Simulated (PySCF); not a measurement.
Telling isomers of C₁₁H₁₀ apart by NMR

Method: PBE0/pcSseg-1 with gauge-including orbitals, J: B3LYP/pcJ-1 (spin–dipole term left out of most H,H and C,H couplings), PBE0-D3(BJ)/def2-SVP structure, in PySCF 2.14.0 with density-fitted response routines (rapidly exchanging positions averaged, no relativistic terms, no solvent, a single conformation).

Referencing at the same level of theory: ¹H and ¹³C against TMS. Multiplet labels drop J under 1 Hz and among equivalent protons, and merge close values. Unscaled 3J(H,H) run several per cent high. Shifts are as computed. Against solution values, carbons near 30 ppm lie about +2 ppm off and those near 130 ppm about +5 ppm (rms about the fit 1.9 ppm; single classes can miss by 10 ppm). Of 1328 compounds with measured shifts, 309 miss one by over three times the rms of a fit or turn the order of signals round; such compounds aren't used in these exercises. Signals without a measured value on file couldn't be tested in this way; 1H shifts scatter by 0.2 ppm about their fit, and single ones miss by 0.5 ppm.

(1) Tabulate the signals of `C1=C[C@H]2C[C@@H]1c1ccccc12`, `C=C1C=Cc2ccc(C)cc21`, `Cc1ccc2ccccc2c1` and their relative energies.

(2) What is the quickest way to tell C1=C[C@H]2C[C@@H]1c1ccccc12 from Cc1ccc2ccccc2c1?

(3) What is the quickest way to tell C1=C[C@H]2C[C@@H]1c1ccccc12 from C=C1C=Cc2ccc(C)cc21?

(4) What is the quickest way to tell C=C1C=Cc2ccc(C)cc21 from Cc1ccc2ccccc2c1?

Answers

(1) 
```json
{"SMILES": "C1=C[C@H]2C[C@@H]1c1ccccc12", "carbon types": "2×C 8×CH 1×CH2", "δC": "157.9, 154.3, 130.0, 127.2, 74.9, 54.1", "δH": "7.37 (m, 2H), 7.07 (m, 2H), 7.05 (m, 2H), 3.59 (m, 2H), 2.23 (dt, 1H), 2.10 (dt, 1H)", "E rel. (kcal/mol)": "33.7"}
{"SMILES": "C=C1C=Cc2ccc(C)cc21", "carbon types": "4×C 5×CH 1×CH2 1×CH3", "δC": "155.2, 145.5, 141.1, 140.3, 139.7, 135.5, 134.3, 125.7, 125.6, 121.9, 23.4", "δH": "7.52 (d, 1H), 7.23 (m, 1H), 7.16 (m, 1H), 6.90 (ddd, 1H), 6.47 (dd, 1H), 6.35 (t, 1H), 5.93 (d, 1H), 2.40 (d, 3H)", "E rel. (kcal/mol)": "25.3"}
{"SMILES": "Cc1ccc2ccccc2c1", "carbon types": "3×C 7×CH 1×CH3", "δC": "140.5, 137.2, 135.2, 133.5, 133.3, 133.0, 132.8, 132.7, 131.4, 130.5, 23.9", "δH": "7.89 (m, 1H), 7.88 (d, 1H), 7.86 (m, 1H), 7.70 (quint, 1H), 7.61 (m, 1H), 7.58 (m, 1H), 7.52 (dd, 1H), 2.57 (d, 3H)", "E rel. (kcal/mol)": "0.0"}
```

Energies are electronic energies at PBE0/pcSseg-1 on these geometries, without zero-point or thermal terms, each for the one conformer computed, which needn't be the lowest.

(2) Count the carbon signals: 6 against 11. The first has an sp3 CH2 in a ring at 74.9 ppm, the second a methyl carbon on an aromatic ring (CH3) at 23.9 ppm. Their most deshielded carbons lie at 157.9 and 140.5 ppm. In the proton spectra the most deshielded non-exchanging signals are 7.37 (m, 2H) and 7.89 (m, 1H).

(3) Count the carbon signals: 6 against 11. The first has an sp3 CH on an aromatic ring at 54.1 ppm, the second a methyl carbon on an aromatic ring (CH3) at 23.4 ppm. Their most deshielded carbons lie at 157.9 and 155.2 ppm.

(4) Both give the same number of carbon signals, but DEPT or the intensities differ. The first has a terminal =CH2 carbon at 121.9 ppm, the second a ring-fusion aromatic carbon (C) at 135.2 ppm. Their most deshielded carbons lie at 155.2 and 140.5 ppm.
